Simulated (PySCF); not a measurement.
C₂H₃AlBrCl (SMILES C=[CH][Al]([Cl])[Br]), singlet, geometry from GFN2-xTB (such geometries of metal compounds can be far from the true shape); HF/6-31G, polarisability by finite fields in PySCF.

Here is a job for PySCF.
```python
from pyscf import gto, scf

mol = gto.Mole()
mol.atom = '''
    Al    0.431108    0.122013   -0.533880
    Cl    1.493457    1.816522   -0.841883
    Br   -0.905282   -0.026991    1.286794
    C     0.442295   -1.467628   -1.699161
    C    -0.296181   -2.537074   -1.406647
    H     1.052832   -1.497668   -2.601872
    H    -0.314532   -3.426162   -2.022882
    H    -0.923312   -2.570311   -0.525735
'''
mol.basis = '6-31g'
mol.charge = 0
mol.spin = 0
mol.verbose = 4
mol.build()

mf = scf.RHF(mol)
mf.conv_tol = 1e-6
mf.kernel()
h0, z, done = mf.get_hcore(), mol.intor('int1e_r')[2], []
def energy(F):
    f = mf.copy()
    f.scf_summary = {}
    f.get_hcore = lambda *a: h0 + F * z
    e = f.kernel(mf.make_rdm1())
    done.append(f.converged)
    return e
F = 0.001
alpha = -(energy(F) + energy(-F) - 2 * mf.e_tot) / F**2
print('alpha_zz =', alpha)
```

What the program printed (banner, timings and long lists left out):

```
PySCF version 2.14.0

[INPUT] verbose = 4
[INPUT] num. atoms = 8
[INPUT] num. electrons = 80
[INPUT] charge = 0
[INPUT] spin (= nelec alpha-beta = 2S) = 0
[INPUT] symmetry False subgroup None
[INPUT] Mole.unit = angstrom
[INPUT] Symbol           X                Y                Z      unit          X                Y                Z       unit  Magmom
[...]
nuclear repulsion = 426.377311914339
number of shells = 41
number of NR pGTOs = 238
number of NR cGTOs = 77
basis = 6-31g
ecp = {}

******** <class 'pyscf.scf.hf.RHF'> ********
method = RHF
initial guess = minao
damping factor = 0
level_shift factor = 0
DIIS = <class 'pyscf.scf.diis.CDIIS'>
diis_start_cycle = 1
diis_space = 8
diis_damp = 0
SCF conv_tol = 1e-06
SCF conv_tol_grad = None
SCF max_cycles = 50
direct_scf = True
direct_scf_tol = 1e-13
Set gradient conv threshold to 0.001
Initial guess from minao.
init E= -3350.46788846799
[...]
cycle= 1 E= -3350.90293890356  delta_E= -0.435  |g|= 0.37  |ddm|= 2.58
[...]
cycle= 2 E= -3350.95396269636  delta_E= -0.051  |g|= 0.144  |ddm|= 0.921
[...]
cycle= 3 E= -3350.95853692816  delta_E= -0.00457  |g|= 0.0354  |ddm|= 0.195
[...]
cycle= 4 E= -3350.95902974615  delta_E= -0.000493  |g|= 0.00834  |ddm|= 0.0699
[...]
cycle= 5 E= -3350.95906205633  delta_E= -3.23e-05  |g|= 0.00221  |ddm|= 0.0176
[...]
cycle= 6 E= -3350.95906514921  delta_E= -3.09e-06  |g|= 0.00101  |ddm|= 0.00508
[...]
cycle= 7 E= -3350.95906571212  delta_E= -5.63e-07  |g|= 0.000227  |ddm|= 0.00208
[...]
Extra cycle  E= -3350.95906576017  delta_E= -4.8e-08  |g|= 0.000108  |ddm|= 0.000552
converged SCF energy = -3350.95906576017

******** <class 'pyscf.scf.hf.RHF'> ********
method = RHF
initial guess = minao
damping factor = 0
level_shift factor = 0
DIIS = <class 'pyscf.scf.diis.CDIIS'>
diis_start_cycle = 1
diis_space = 8
diis_damp = 0
SCF conv_tol = 1e-06
SCF conv_tol_grad = None
SCF max_cycles = 50
direct_scf = True
direct_scf_tol = 1e-13
Overwritten attributes  get_hcore  of <class 'pyscf.scf.hf.RHF'>
Set gradient conv threshold to 0.001
init E= -3350.95827143745
[...]
cycle= 1 E= -3350.95829674877  delta_E= -2.53e-05  |g|= 0.00181  |ddm|= 0.0209
[...]
cycle= 2 E= -3350.95829859557  delta_E= -1.85e-06  |g|= 0.000797  |ddm|= 0.00511
[...]
cycle= 3 E= -3350.9582988652  delta_E= -2.7e-07  |g|= 0.000335  |ddm|= 0.00153
[...]
Extra cycle  E= -3350.95829892619  delta_E= -6.1e-08  |g|= 0.000173  |ddm|= 0.00081
converged SCF energy = -3350.95829892619

******** <class 'pyscf.scf.hf.RHF'> ********
method = RHF
initial guess = minao
damping factor = 0
level_shift factor = 0
DIIS = <class 'pyscf.scf.diis.CDIIS'>
diis_start_cycle = 1
diis_space = 8
diis_damp = 0
SCF conv_tol = 1e-06
SCF conv_tol_grad = None
SCF max_cycles = 50
direct_scf = True
direct_scf_tol = 1e-13
Set gradient conv threshold to 0.001
init E= -3350.95986008292
[...]
cycle= 1 E= -3350.95988510887  delta_E= -2.5e-05  |g|= 0.00178  |ddm|= 0.0208
[...]
cycle= 2 E= -3350.95988689513  delta_E= -1.79e-06  |g|= 0.000792  |ddm|= 0.00502
[...]
cycle= 3 E= -3350.9598871526  delta_E= -2.57e-07  |g|= 0.000322  |ddm|= 0.00148
[...]
Extra cycle  E= -3350.95988721005  delta_E= -5.75e-08  |g|= 0.000169  |ddm|= 0.000781
converged SCF energy = -3350.95988721005
alpha_zz = 54.61590080813039
```
